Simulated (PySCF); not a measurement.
Stepwise substitution at one centre (In C2H5-I). Gas-phase values, no solvent. One relaxed conformer stands for each flexible species; it need not be the lowest. Strings in code marks are SMILES.

Computed with PySCF 2.14.0 with PBE-D3(BJ)/def2-TZVP // CAM-B3LYP-D3(BJ)/def2-SVP. All candidates: neutral, multiplicity 1. Excitations are Tamm–Dancoff values on a coarser integration grid. The basis has no diffuse functions, so Rydberg states are missing or too high.

```yaml
S1 excitation (TDA): 3.01 eV
HOMO–LUMO gap: 2.87 eV
LUMO: -3.84 eV
```

Question: Say which member has these values.
A) `C[CH2][In]([CH2]C)[CH2]C`
B) `C[CH2][In]([I])[I]` (C–C–In–I torsion 179°)
C) `C[CH2][In]([I])[CH2]C` (C–C–In–I torsion 0°, I–In–C–C torsion 178°)
D) `[I][In]([I])[I]`

Answer: D, `[I][In]([I])[I]`. The others give `C[CH2][In]([I])[I]` (C–C–In–I torsion 179°): 3.73 eV, 3.55 eV, -2.75 eV; `C[CH2][In]([I])[CH2]C` (C–C–In–I torsion 0°, I–In–C–C torsion 178°): 3.69 eV, 3.65 eV, -2.05 eV; `C[CH2][In]([CH2]C)[CH2]C`: 3.78 eV, 3.71 eV, -1.62 eV
